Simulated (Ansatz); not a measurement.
CH₅N₂S (SMILES NC([NH3+])=S), charge +1, singlet, geometry from GFN2-xTB, atoms displaced at random by about 0.05 Å a coordinate; PBE/pcseg-1 (Ansatz, a program for electronic structure).

The Ansatz input:
Ansatz 0.2 input:
```yaml
crystal:
  periodic: [false, false, false]
  atoms:
    - {symbol: N, position_ang: [1.12609111, -1.01638408, -0.29193140]}
    - {symbol: C, position_ang: [0.04068698, -0.19793358, -0.07055006]}
    - {symbol: N, position_ang: [-1.26540285, -0.99477819, -0.06070549]}
    - {symbol: S, position_ang: [-0.02300075, 1.38296573, 0.32969623]}
    - {symbol: H, position_ang: [1.00340276, -2.12109842, -0.29465701]}
    - {symbol: H, position_ang: [2.10913491, -0.68700777, -0.27321910]}
    - {symbol: H, position_ang: [-1.94819014, -0.19635811, 0.05658754]}
    - {symbol: H, position_ang: [-1.37026774, -1.75624122, 0.65305733]}
    - {symbol: H, position_ang: [-1.39789546, -1.38912442, -1.14232504]}
basis:
  gaussian:
    orbitals: pcseg-1.json
hamiltonian:
  xc: pbe
total_charge: 1
relax: {f_tol: 0.0005}
```
The basis file holds pcseg-1 in the JSON format of the Basis Set Exchange.

Output, abridged:

```
Functional definition: PBE
1005 factors; their error is unknown
mean field evaluation 1: about -14890.6353 eV, gradient 1.1e2 eV
mean field evaluation 2: about -14814.6050 eV, gradient 1.9e2 eV
mean field evaluation 4: about -14910.0704 eV, gradient 4.3e1 eV
mean field evaluation 8: about -14915.5397 eV, gradient 2.9e-1 eV
mean field evaluation 16: about -14915.4740 eV, gradient 1.4e-3 eV
mean field -14915.47398674 eV, -548.1335589415 hartree, gradient 2.8e-5 eV, S^2 0.000000; 0 other end points of the search recorded, 0 dependent functions left out
the calculation of the forces begins
reference -14915.47402000 eV, -548.1335601636 hartree; 20, 20 occupied and 65, 65 virtual orbitals, 1005 factors
relax step   1: F+E_penalty+E_count = -14915.47398674 eV  Δ(F+E_penalty+E_count) = +0.000e0 eV  max|allowed force component| = 3.534e0 eV/Å  Δτ_max = 0.0000 Å  (30 SCF iters, accepted)
these checks for a lower state are left out or cut short: starts, cluster_reference, orbital_swaps, neighbouring_geometries, increment
1005 factors; their error is unknown
mean field -14915.85039754 eV, -548.1473917831 hartree, gradient 2.7e-5 eV, S^2 0.000000; 0 other end points of the search recorded, 0 dependent functions left out
the calculation of the forces begins
reference -14915.85042960 eV, -548.1473929613 hartree; 20, 20 occupied and 65, 65 virtual orbitals, 1005 factors
relax step   2: F+E_penalty+E_count = -14915.85039754 eV  Δ(F+E_penalty+E_count) = -3.764e-1 eV  max|allowed force component| = 1.299e0 eV/Å  Δτ_max = 0.1722 Å  (38 SCF iters, accepted)
these checks for a lower state are left out or cut short: starts, cluster_reference, orbital_swaps, neighbouring_geometries, increment
1005 factors; their error is unknown
mean field evaluation 32: about -14915.9756 eV, gradient 4.4e-1 eV
mean field -14915.97618075 eV, -548.1520142306 hartree, gradient 2.2e-5 eV, S^2 0.000000; 0 other end points of the search recorded, 0 dependent functions left out
the calculation of the forces begins
reference -14915.97621217 eV, -548.1520153856 hartree; 20, 20 occupied and 65, 65 virtual orbitals, 1005 factors
relax step   3: F+E_penalty+E_count = -14915.97618075 eV  Δ(F+E_penalty+E_count) = -1.258e-1 eV  max|allowed force component| = 8.946e-1 eV/Å  Δτ_max = 0.1069 Å  (30 SCF iters, accepted)
these checks for a lower state are left out or cut short: starts, cluster_reference, orbital_swaps, neighbouring_geometries, increment
1005 factors; their error is unknown
mean field -14915.99490557 eV, -548.1527023554 hartree, gradient 2.5e-5 eV, S^2 0.000000; 0 other end points of the search recorded, 0 dependent functions left out
the calculation of the forces begins
reference -14915.99493684 eV, -548.1527035044 hartree; 20, 20 occupied and 65, 65 virtual orbitals, 1005 factors
relax step   4: F+E_penalty+E_count = -14915.99490557 eV  Δ(F+E_penalty+E_count) = -1.872e-2 eV  max|allowed force component| = 4.772e-1 eV/Å  Δτ_max = 0.0880 Å  (31 SCF iters, accepted)
these checks for a lower state are left out or cut short: starts, cluster_reference, orbital_swaps, neighbouring_geometries, increment
1005 factors; their error is unknown
mean field -14916.00900732 eV, -548.1532205850 hartree, gradient 2.4e-5 eV, S^2 0.000000; 0 other end points of the search recorded, 0 dependent functions left out
the calculation of the forces begins
reference -14916.00903861 eV, -548.1532217350 hartree; 20, 20 occupied and 65, 65 virtual orbitals, 1005 factors
relax step   5: F+E_penalty+E_count = -14916.00900732 eV  Δ(F+E_penalty+E_count) = -1.410e-2 eV  max|allowed force component| = 2.721e-1 eV/Å  Δτ_max = 0.0356 Å  (32 SCF iters, accepted)
these checks for a lower state are left out or cut short: starts, cluster_reference, orbital_swaps, neighbouring_geometries, increment
1005 factors; their error is unknown
mean field -14916.01019265 eV, -548.1532641451 hartree, gradient 2.4e-5 eV, S^2 0.000000; 0 other end points of the search recorded, 0 dependent functions left out
the calculation of the forces begins
reference -14916.01022407 eV, -548.1532652996 hartree; 20, 20 occupied and 65, 65 virtual orbitals, 1005 factors
relax step   6: F+E_penalty+E_count = -14916.01019265 eV  Δ(F+E_penalty+E_count) = -1.185e-3 eV  max|allowed force component| = 3.240e-1 eV/Å  Δτ_max = 0.0457 Å  (32 SCF iters, accepted)
these checks for a lower state are left out or cut short: starts, cluster_reference, orbital_swaps, neighbouring_geometries, increment
1005 factors; their error is unknown
mean field evaluation 64: about -14916.0134 eV, gradient 2.4e-5 eV
mean field -14916.01337634 eV, -548.1533811434 hartree, gradient 2.4e-5 eV, S^2 0.000000; 0 other end points of the search recorded, 0 dependent functions left out
the calculation of the forces begins
reference -14916.01340766 eV, -548.1533822944 hartree; 20, 20 occupied and 65, 65 virtual orbitals, 1005 factors
relax step   7: F+E_penalty+E_count = -14916.01337634 eV  Δ(F+E_penalty+E_count) = -3.184e-3 eV  max|allowed force component| = 4.004e-2 eV/Å  Δτ_max = 0.0173 Å  (32 SCF iters, accepted)
these checks for a lower state are left out or cut short: starts, cluster_reference, orbital_swaps, neighbouring_geometries, increment
1005 factors; their error is unknown
mean field -14916.01347039 eV, -548.1533845996 hartree, gradient 2.4e-5 eV, S^2 0.000000; 0 other end points of the search recorded, 0 dependent functions left out
the calculation of the forces begins
reference -14916.01350168 eV, -548.1533857498 hartree; 20, 20 occupied and 65, 65 virtual orbitals, 1005 factors
relax step   8: F+E_penalty+E_count = -14916.01347039 eV  Δ(F+E_penalty+E_count) = -9.405e-5 eV  max|allowed force component| = 1.444e-2 eV/Å  Δτ_max = 0.0041 Å  (34 SCF iters, accepted)
these checks for a lower state are left out or cut short: starts, cluster_reference, orbital_swaps, neighbouring_geometries, increment
1005 factors; their error is unknown
mean field -14916.01348316 eV, -548.1533850689 hartree, gradient 2.4e-5 eV, S^2 0.000000; 0 other end points of the search recorded, 0 dependent functions left out
the calculation of the forces begins
reference -14916.01351446 eV, -548.1533862192 hartree; 20, 20 occupied and 65, 65 virtual orbitals, 1005 factors
relax step   9: F+E_penalty+E_count = -14916.01348316 eV  Δ(F+E_penalty+E_count) = -1.277e-5 eV  max|allowed force component| = 2.563e-3 eV/Å  Δτ_max = 0.0015 Å  (33 SCF iters, accepted)
these checks for a lower state are left out or cut short: starts, cluster_reference, orbital_swaps, neighbouring_geometries, increment
1005 factors; their error is unknown
mean field -14916.01348376 eV, -548.1533850912 hartree, gradient 2.4e-5 eV, S^2 0.000000; 0 other end points of the search recorded, 0 dependent functions left out
the calculation of the forces begins
reference -14916.01351506 eV, -548.1533862415 hartree; 20, 20 occupied and 65, 65 virtual orbitals, 1005 factors
relax step  10: F+E_penalty+E_count = -14916.01348376 eV  Δ(F+E_penalty+E_count) = -6.064e-7 eV  max|allowed force component| = 2.862e-3 eV/Å  Δτ_max = 0.0005 Å  (34 SCF iters, accepted)
these checks for a lower state are left out or cut short: starts, cluster_reference, orbital_swaps, neighbouring_geometries, increment
1005 factors; their error is unknown
mean field -14916.01348590 eV, -548.1533851698 hartree, gradient 2.4e-5 eV, S^2 0.000000; 0 other end points of the search recorded, 0 dependent functions left out
the calculation of the forces begins
reference -14916.01351720 eV, -548.1533863200 hartree; 20, 20 occupied and 65, 65 virtual orbitals, 1005 factors
relax step  11: F+E_penalty+E_count = -14916.01348590 eV  Δ(F+E_penalty+E_count) = -2.137e-6 eV  max|allowed force component| = 3.615e-4 eV/Å  Δτ_max = 0.0018 Å  (34 SCF iters, accepted)
these checks for a lower state are left out or cut short: starts, cluster_reference, orbital_swaps, neighbouring_geometries, increment
1005 factors; their error is unknown
mean field evaluation 96: about -14916.0135 eV, gradient 2.6e-4 eV
mean field -14916.01348658 eV, -548.1533851948 hartree, gradient 2.4e-5 eV, S^2 0.000000; 0 other end points of the search recorded, 0 dependent functions left out
the calculation of the forces begins
reference -14916.01351788 eV, -548.1533863451 hartree; 20, 20 occupied and 65, 65 virtual orbitals, 1005 factors
relax step  12: F+E_penalty+E_count = -14916.01348658 eV  Δ(F+E_penalty+E_count) = -6.824e-7 eV  max|allowed force component| = 1.373e-3 eV/Å  Δτ_max = 0.0017 Å  (34 SCF iters, accepted)
these checks for a lower state are left out or cut short: starts, cluster_reference, orbital_swaps, neighbouring_geometries, increment
1005 factors; their error is unknown
mean field -14916.00510396 eV, -548.1530771390 hartree, gradient 2.5e-5 eV, S^2 0.000000; 0 other end points of the search recorded, 0 dependent functions left out
the calculation of the forces begins
reference -14916.00513536 eV, -548.1530782931 hartree; 20, 20 occupied and 65, 65 virtual orbitals, 1005 factors
relax step  13: F+E_penalty+E_count = -14916.00510396 eV  Δ(F+E_penalty+E_count) = +8.383e-3 eV  max|allowed force component| = 6.667e-1 eV/Å  Δτ_max = 0.0133 Å  (33 SCF iters, rejected (line search))
these checks for a lower state are left out or cut short: starts, cluster_reference, orbital_swaps, neighbouring_geometries, increment
1005 factors; their error is unknown
mean field -14916.01348666 eV, -548.1533851979 hartree, gradient 2.4e-5 eV, S^2 0.000000; 0 other end points of the search recorded, 0 dependent functions left out
the calculation of the forces begins
reference -14916.01351797 eV, -548.1533863481 hartree; 20, 20 occupied and 65, 65 virtual orbitals, 1005 factors
relax step  14: F+E_penalty+E_count = -14916.01348666 eV  Δ(F+E_penalty+E_count) = -8.251e-8 eV  max|allowed force component| = 5.454e-5 eV/Å  Δτ_max = 0.0002 Å  (34 SCF iters, accepted)
1005 factors; their error is unknown
mean field evaluation 128: about -14916.0761 eV, gradient 2.5e-1 eV
mean field -14916.01348666 eV, -548.1533851979 hartree, gradient 2.4e-5 eV, S^2 0.000000; 1 other end points of the search recorded, 0 dependent functions left out
the calculation of the forces begins
reference -14916.01351797 eV, -548.1533863481 hartree; 20, 20 occupied and 65, 65 virtual orbitals, 1005 factors
Total energy: -14916.01351797 eV, -548.1533863481 hartree
Atom 0 at     1.110901    -1.056416    -0.232253 Å, force    -0.000014    -0.000046     0.000016 eV/Å
Atom 1 at     0.091316    -0.206903    -0.028395 Å, force    -0.000027     0.000055    -0.000001 eV/Å
Atom 2 at    -1.263542    -0.975138    -0.110876 Å, force    -0.000005     0.000009     0.000005 eV/Å
Atom 3 at     0.050585     1.388086     0.270570 Å, force     0.000021     0.000042    -0.000008 eV/Å
Atom 4 at     1.020955    -2.058747    -0.414945 Å, force    -0.000007    -0.000051     0.000003 eV/Å
Atom 5 at     2.061018    -0.674931    -0.203671 Å, force     0.000041     0.000036    -0.000004 eV/Å
Atom 6 at    -2.010249    -0.271664     0.053130 Å, force    -0.000010    -0.000020     0.000041 eV/Å
Atom 7 at    -1.356244    -1.714292     0.615837 Å, force    -0.000003    -0.000017    -0.000015 eV/Å
Atom 8 at    -1.430181    -1.405954    -1.043444 Å, force     0.000005    -0.000008    -0.000038 eV/Å
Dipole moment:    -0.531735    -1.364140    -0.230296 e Å
```
